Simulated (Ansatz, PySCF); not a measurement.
Reaction (SMILES): CCl (CH3Cl) [chloromethane] + [H][H] (H2) → C (CH4) + Cl (HCl)
Geometries: B3LYP-D3(BJ)/def2-TZVP minima from Ansatz (an electronic-structure program).

Quantity: energy of full hydrogenation (enthalpy at 298 K, with B3LYP-D3(BJ) rigid-rotor harmonic-oscillator terms from PySCF), in kcal/mol. Valence correlation only, unless marked. Spin-orbit coupling is left out. No relativistic terms. CBS marks a two-point X^-3 extrapolation of the correlation energy; Hartree-Fock from the larger set.

From measured enthalpies of formation at 298 K: -20.1 kcal/mol (CCl (CH3Cl) -19.7, ATcT 1.112; [H][H] (H2) 0.0, ATcT 1.112; C (CH4) -17.8, ATcT 1.112; Cl (HCl) -22.0, ATcT 1.112). It holds spin-orbit effects, which the calculations lack, and core correlation, which the frozen-core levels lack.

```csv
level,program,energy of full hydrogenation (kcal/mol),error against measurement
HF/aug-cc-pV(D+d)Z,Ansatz,-23.9,-3.8
PBE-D3(BJ)/def2-TZVPD,Ansatz + dftd3,-18.8,1.3
M06-L/def2-TZVPD,PySCF,-22.5,-2.4
PBE0-D3(BJ)/def2-TZVP,Ansatz + dftd3,-19.6,0.5
LC-wPBE-D3(BJ)/def2-TZVPD,Ansatz + dftd3,-20.6,-0.5
B2PLYP-D4/def2-TZVPD,Ansatz + dftd4,-19.6,0.5
SCS-MP2/def2-QZVPPD,Ansatz,-20.0,0.1
CCSD(T)/cc-pVDZ,PySCF,-21.9,-1.8
CCSD(T)/def2-QZVPPD,Ansatz,-20.5,-0.4
"CCSD(T)/CBS(def2-TZVPPD,def2-QZVPPD)",Ansatz,-20.3,-0.2
```
